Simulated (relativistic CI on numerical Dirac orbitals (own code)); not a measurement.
**Spin-allowed bands of a d8 ion in a tetrahedral site, by hand**

Problem. Take Δ = 7100 cm⁻¹ and B = 760 cm⁻¹ for a d8 ion in a tetrahedral site. Calculate the three spin-allowed bands.

Working.
1. The terms of highest spin are 3F (energy 0) and 3P (15B = 11400 cm⁻¹). Here the F term splits into A2 at +1.2Δ = 8520, T2 at +0.2Δ = 1420 and T1 at −0.6Δ = -4260 cm⁻¹.
2. The two T1 states mix through the element 0.4Δ: H = [[-4260, 2840], [2840, 11400]], with roots ½(H₁₁ + H₂₂) ∓ ½√[(H₂₂ − H₁₁)² + 4H₁₂²] = ½(7140) ∓ ½(16658) = -4759 and 11899 cm⁻¹.
3. The ground term is 3T1 at -4759 cm⁻¹.
4. Bands: 3T2 6179 cm⁻¹ (1618 nm), 3A2 13279 cm⁻¹ (753 nm), 3T1(P) 16658 cm⁻¹ (600 nm).

Check. Exact diagonalisation of the whole d8 shell with these parameters gives 3T2 6179, 3A2 13279, 3T1 16658 cm⁻¹. The match is exact, since without spin-orbit coupling no other term has this spin. The ratio of the second band to the first, 2.149, depends on Δ/B = 9.3 alone, which is how a Tanabe-Sugano diagram is read.
